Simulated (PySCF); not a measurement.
Vertical excitations of a molecule C3H6NO, multiplicity 2 from TDA-PBE/def2-SVPD run with PySCF, as energy in eV (oscillator strength): 3.23 (0.000), 3.77 (0.039), 3.91 (0.007), 4.89 (0.013), 4.96 (0.001), 5.03 (0.178), 5.37 (0.000), 5.59 (0.002), 5.66 (0.000), 5.95 (0.000). Geometry optimised at PBE0-D3(BJ)/def2-SVP. Other conformers were not sampled.

Q: Identify the compound among the candidates.
A) [CH2]N(C)C=O
B) CN(C)[C]=O
C) C[N]C(C)=O

A: A, [CH2]N(C)C=O
